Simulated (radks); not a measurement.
Results of a calculation; reference values are marked as such.
Q: Successive ionisation energies (eV) of one element, from differences of total energies of ions in their ground configurations, starting at charge 22: 1088.6, 1158.5, 1229.9, 1302.8, 1377.2, 1453.0, 1530.3, 1763.9, 1834.5, 1905.7, 1977.5, 2049.7, 2122.1, 2306.2, 2375.6, 5618.6, 5821.5, 6026.6, 6233.5, 6441.7, 6650.7, 7101.2. Level of theory: scalar-relativistic Kohn-Sham, PBE, spin-unpolarised, spherical densities, point nucleus (a radial shooting solver on a logarithmic mesh with Libxc functionals). Which element is it?

A: Silver (Z = 47). The first species listed is Ag22+ in [Ar] 3d7, the last Ag43+ in [He] 2s2.
